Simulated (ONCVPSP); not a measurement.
# u(r) = r·R(r): atom against pseudo-atom (hydrogen (H))

Columns: radius, all-electron u(r) and pseudo u(r) of the 1s shell (level -6.49 eV) of hydrogen in the configuration 1s1; PBE, non-relativistic, ONCV scheme, ONCVPSP 4.0.1.

```tsv
r (bohr)	all-electron	pseudo
0.075	0.1335	0.1097
0.150	0.2473	0.2157
0.225	0.3436	0.3143
0.300	0.4244	0.4030
0.375	0.4916	0.4797
0.450	0.5468	0.5438
0.525	0.5914	0.5952
0.600	0.6269	0.6348
0.675	0.6543	0.6639
0.750	0.6747	0.6841
0.825	0.6891	0.6971
0.900	0.6982	0.7043
0.975	0.7028	0.7069
1.050	0.7035	0.7060
1.125	0.7009	0.7022
1.200	0.6954	0.6960
1.275	0.6875	0.6877
1.350	0.6775	0.6776
1.425	0.6659	0.6659
1.500	0.6528	0.6528
1.575	0.6386	0.6386
1.650	0.6235	0.6235
1.725	0.6077	0.6077
1.800	0.5913	0.5913
1.875	0.5745	0.5745
1.950	0.5574	0.5574
```

Problem. How many radial nodes do the two functions have?

Solution. The all-electron 1s function has n − l − 1 = 0; the pseudo-wave has 0.

Problem. At about which radius was the pseudo-wave matched?

Solution. 1.50 bohr. The columns agree to 0.0005 from 1.27 bohr on; several derivatives are matched, so the curves merge somewhat inside the radius.

Problem. Is the pseudo-wave norm-conserving?

Solution. Yes: the ONCV scheme keeps the norm inside the radius equal to the all-electron one, which fixes the energy derivative of the logarithmic derivative at the level.
